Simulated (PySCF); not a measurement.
# Spinor energies of Eu³²⁺ (europium, charge +32)

Start: [Ar] 3d10 4s2 4p1; 4p3/2 filled at m_j = +3/2. Calculated with PySCF 2.14 in an even-tempered Gaussian basis (17 s from 3.1 bohr⁻², ratio 2.8; 13 p from 4.1 bohr⁻², ratio 2.8; 8 d from 7.2 bohr⁻², ratio 2.8; 4 f from 18 bohr⁻², ratio 3): generalised Hartree-Fock with the X2C-1e Hamiltonian and a Gaussian nucleus; one run each with spin-orbit coupling (SO) screened by Boettger's factors, then bare. This is a chosen level, not necessarily the ground level.

| spinor shell | electrons | ε, screened SO (eV) | ε, bare SO (eV) | weight of nominal j (bare SO) | rms radius, bare SO (bohr) |
| --- | --- | --- | --- | --- | --- |
| 1s1/2 | 2 | -49998.9 | -49998.3 | 1.000 | 0.0254 |
| 2s1/2 | 2 | -9345.1 | -9344.9 | 1.000 | 0.103 |
| 2p1/2 | 2 | -8916.4 | -8933.5 | 1.000 | 0.0878 |
| 2p3/2 | 4 | -8262.5 | -8256.2 | 1.000 | 0.0943 |
| 3s1/2 | 2 | -2994.5 | -2994.5 | 1.000 | 0.262 |
| 3p1/2 | 2 | -2808.3 | -2812.0 | 1.000 | 0.253 |
| 3p3/2 | 4 | -2667.8 | -2666.5 | 1.000 | 0.266 |
| 3d3/2 | 4 | -2359.3 | -2362.8 | 1.000 | 0.236 |
| 3d5/2 | 6 | -2328.9 | -2326.7 | 1.000 | 0.240 |
| 4s1/2 | 2 | -1355.1 | -1355.1 | 1.000 | 0.560 |
| 4p3/2 | 1 | -1251.1 | -1250.7 | 1.000 | 0.572 |

```json
{"quantity": "E (hartree)", "screened SO": "-10283.70101", "bare SO": "-10284.16243"}
{"quantity": "M_J", "screened SO": "3/2", "bare SO": "3/2"}
{"quantity": "⟨J²⟩", "screened SO": "3.751", "bare SO": "3.751"}
{"quantity": "⟨L²⟩", "screened SO": "2.030", "bare SO": "2.032"}
{"quantity": "⟨S²⟩", "screened SO": "0.779", "bare SO": "0.781"}
```

Each row is a mean over spinors that exchange with the open shell spreads, by up to 10.170 eV (4s1/2).

Breit and QED terms are absent; they matter most for the inner s and p1/2 levels.

Densities and radii are taken from the X2C orbitals without a picture-change correction, which distorts them close to the nucleus.
